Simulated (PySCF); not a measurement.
CH4MgO, singlet, at a GFN2-xTB geometry (such geometries of metal compounds can be far from the true shape). Base run: PySCF with BHANDHLYP/6-31G, TDDFT.

PySCF was given this input:
```python
from pyscf import gto, scf, dft, tdscf

mol = gto.M(
    atom='''
Mg    0.156852   -0.360890   -0.316322
C    -0.344298    1.580694   -0.822855
H    -1.111966    1.915787   -0.136531
H    -0.714353    1.621122   -1.839933
H     0.530780    2.211490   -0.724248
O     0.165517   -1.165567    1.175372
H     0.154972   -1.577352    2.030738
''',
    basis='6-31g',
    charge=0,
    spin=0,
    verbose=4,
)

mf = dft.RKS(mol)
mf.xc = 'bhandhlyp'
mf.kernel()
td = mf.TDDFT()
td.nstates = 5
td.kernel()
td.analyze()
```

Each row names what was changed in the base input (with any setting that the change needs).

```csv
change,first excitation (eV),oscillator strength of the first,second (eV),core-seconds (rough)
base,4.98,0.262,5.38,20
nstates = 10,4.98,0.262,5.38,20
response = Tamm-Dancoff,5.14,0.322,5.39,10
nstates = 15,4.98,0.262,5.38,20
basis = def2-SVPD,4.87,0.228,5.79,100
functional = blyp,3.74,0.020,3.95,9
functional = camb3lyp,4.93,0.043,4.93,20
guess vectors = 13 for 5 states,4.98,0.262,5.38,20
functional = m062x,4.84,0.269,5.09,50
functional = pbe,3.80,0.021,3.98,8
basis = def2-SVP,4.90,0.226,5.64,40
```

An iterative solver can miss low states, so a row lists the states that it found.
